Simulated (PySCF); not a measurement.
Level of theory: PBE-D3(BJ)/def2-TZVP // BP86-D3(BJ)/def2-SVP (PySCF). Isolated molecules, 0 K electronic values unless said otherwise. One relaxed conformer stands for a flexible species; it need not be the lowest. 

Reference species: [Ti(Cl)4] (neutral, multiplicity 1).

```json
{
 "charge on the central atom (Mulliken)": "0.96 e",
 "LUMO": "-4.62 eV",
 "HOMO": "-8.26 eV",
 "coordination_number": "4"
}
```

After one change: the charge on the central atom (Mulliken) goes up by 0.27 e; the LUMO rises by 1.76 eV; the HOMO goes up by 1.07 eV; the coordination number is nearly the same.

Question: Name the change that produced these shifts. The new species is one of these.
A) [Ti(Cl)2(OH)2]
B) [Ti(Cl)(OH)3]
C) [Ti(Cl)3(OH)]
D) [Ti(OH)4]

Answer: B, [Ti(Cl)(OH)3]
